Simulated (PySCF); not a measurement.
Working with the constants of CaBr

UHF-CCSD(T) constants of CaBr, ²Σ⁺ (doublet), unpaired electrons σ ↑ (basis Ca def2-TZVPP, Br def2-TZVPP; no relativity; PySCF 2.14; masses 39.9626 and 78.9183 u):

- ωe: 277.9 cm⁻¹
- ωexe: 0.864 cm⁻¹
- Be: 0.090883 cm⁻¹
- αe: 0.000398 cm⁻¹
- De to Ca + Br: 3.45 eV

Task: What force constant and bond length do these constants imply?

Result: Reduced mass μred = 26.529 u; k = 5.8918×10⁻⁷·μred·ωe² (u, cm⁻¹, mdyn/Å) = 1.21 mdyn/Å; Re = √(16.8576/(μred·Be)) (u, cm⁻¹, Å) = 2.644 Å.

Task: Estimate the centrifugal constant D from the Kratzer relation and find the Dunham coefficient a1.

Result: D = 4Be³/ωe² = 3.89e-08 cm⁻¹; a1 = −1 − αeωe/(6Be²) = -3.23.

Correlated steps freeze 14 core orbitals. Spin–orbit coupling is left out. The state is the lowest determinant that a PBE0 search found; another state may lie lower at other levels.
